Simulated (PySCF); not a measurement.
Si⁹⁺: ionisation energy

Si⁹⁺ [He] 2s2 2p1 [2p1/2^1, M_J = 1/2] → Si¹⁰⁺ [He] 2s2, as a difference of total energies. All numbers are calculated (PySCF 2.14, the two-component X2C-1e Hamiltonian, in an uncontracted even-tempered set (18 s from 1.2 bohr⁻², ratio 2.4; 10 p from 1.6 bohr⁻², ratio 2.4; 5 d from 6.1 bohr⁻², ratio 2.6; 5 f from 9.1 bohr⁻², ratio 2.6)). Correlated levels: nothing frozen; the 30 highest virtual spinors dropped. "Screened" scales the spin-orbit matrix elements by Boettger's factors to mimic the two-electron term; Breit and QED terms are absent.

```csv
method,ionisation energy (eV)
GHF (spin-free),401.43
GMP2 (spin-free),401.45
GHF (screened spin-orbit),402.03
GMP2 (screened spin-orbit),402.06
```

For comparison: 401.38 eV (semi-empirical (NIST evaluation); NIST Atomic Spectra Database, ionization energies).
